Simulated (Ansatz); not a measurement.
C$_{2}$H$_{4}$Al$_{2}$, SMILES `C=[C]1[AlH][AlH]1`, relaxed with RKS PBE-D4/def2-SVP in Ansatz 0.2.0 from a rough embedded geometry. The force threshold is 0.03 eV/Å; the program also tests the step.

The species carries charge 0 and has multiplicity 1.

Start:

```xyz
8

C     0.860    1.455    0.008
C     0.191    0.372   -0.007
Al    0.215   -1.609    0.347
Al   -1.510   -0.635   -0.343
H     1.905    1.535    0.287
H     0.382    2.443   -0.323
H     1.011   -2.968    0.857
H    -3.054   -0.594   -0.825
```

Problem. By how much does the energy fall, and how many steps does the optimiser take? (Best estimate.)

Solution. Ansatz gave: 160.92 kJ/mol, in 19 steps, 2 of them rejected.

Problem. Which bonds change most? (Estimate.)

Solution. Ansatz gave: Al3–Al4 from 2.097 to 2.399 Å; C2–Al3 from 2.012 to 1.883 Å; C1–C2 from 1.272 to 1.363 Å; Al3–H7 from 1.656 to 1.589 Å.

Problem. Give the relaxed structure. (An estimate is asked.)

Solution. The calculation gave: 
```xyz
8

C     0.487    1.249   -0.104
C     0.525   -0.010    0.417
Al    0.475   -1.892    0.420
Al   -1.299   -0.494   -0.388
H     1.117    1.562   -0.964
H    -0.112    2.069    0.346
H     1.145   -2.995    1.348
H    -2.338    0.511   -1.076
```
